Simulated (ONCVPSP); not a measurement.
How hard is this carbon (C) ONCV potential?

```json
{
 "Element": "C",
 "Generator": "ONCVPSP 4.0.1",
 "Type": "optimised norm-conserving Vanderbilt (ONCV)",
 "Functional": "PBEsol",
 "Relativity": "scalar-relativistic",
 "Frozen core": "[He]",
 "Valence charge": "4",
 "Reference configuration": "2s2 2p2",
 "Partial waves": "2s: rc 1.10 bohr, ncon 3, nbas 6, qcut 5.2 1/bohr, local; 2p: rc 2.35 bohr, ncon 3, nbas 6, qcut 6.2 1/bohr, 2 projectors, debl 3.5 Ha; d scattering state at 0.03 Ha: rc 2.20 bohr, ncon 4, nbas 7, qcut 3.8 1/bohr, 2 projectors, debl 1.2 Ha",
 "Local potential": "the s channel",
 "Core correction": "none"
}
```

Question: For each optimised wave give the share of its norm inside rc, the residual kinetic energy above qcut (Ha) and the cutoffs (Ha) for errors of 10, 1, 0.1 and 0.01 mHa per electron.

Answer:

```json
{"wave": "2s", "norm inside rc": "0.268", "residual KE": "3.3e-03", "10 mHa": "10.1", "1 mHa": "29.9", "0.1 mHa": "73.4", "0.01 mHa": "not reached"}
{"wave": "2p", "norm inside rc": "0.766", "residual KE": "2.1e-07", "10 mHa": "8.6", "1 mHa": "11.7", "0.1 mHa": "14.2", "0.01 mHa": "16.1"}
{"wave": "p projector 2", "norm inside rc": "0.203", "residual KE": "1.5e-05", "10 mHa": "13.1", "1 mHa": "15.8", "0.1 mHa": "17.8", "0.01 mHa": "21.1"}
{"wave": "d projector 1", "norm inside rc": "0.000", "residual KE": "1.4e-07", "10 mHa": "0.0", "1 mHa": "0.1", "0.1 mHa": "0.3", "0.01 mHa": "1.3"}
{"wave": "d projector 2", "norm inside rc": "0.296", "residual KE": "3.0e-03", "10 mHa": "5.4", "1 mHa": "8.5", "0.1 mHa": "16.2", "0.01 mHa": "32.0"}
```

The occupied waves need 30 Ha and 73 Ha for 1 and 0.1 mHa. Rows with under 1 % of the norm inside rc give no meaningful cutoff. Its largest configuration-test error is +955 meV.
